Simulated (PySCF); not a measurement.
C₃H₇N, SMILES C(/C)=N/C. Geometry: r2SCAN-D4/def2-SVP. The structure was generated by enumeration; whether it is a known compound was not checked.

Computed with r2SCAN-D4/def2-SVP run with PySCF 2.14.0.

Harmonic wavenumbers (cm⁻¹): 87, 120, 338, 421, 577, 833, 876, 1009, 1054, 1096, 1122, 1154, 1356, 1402, 1409, 1446, 1450, 1458, 1475, 1762, 2986, 3032, 3047, 3082, 3101, 3108, 3167. Rotational constants (GHz): 17.34, 5.559, 4.441; symmetry number 1.

Work out the zero-point energy and the ideal-gas rigid-rotor harmonic-oscillator thermochemistry at 298.15 K and 1 atm.

ZPE = ½ Σ hcν = ½ × 41968 cm⁻¹ = 60.00 kcal/mol. H − E(el) = 64.00 kcal/mol. Entropy in cal/(mol K): translation 38.05, rotation 24.13, vibration 10.22, total 72.40. G − E(el) = 42.42 kcal/mol. Cp = 19.26 cal/(mol K). Modes under 150 cm⁻¹ make the vibrational entropy uncertain.
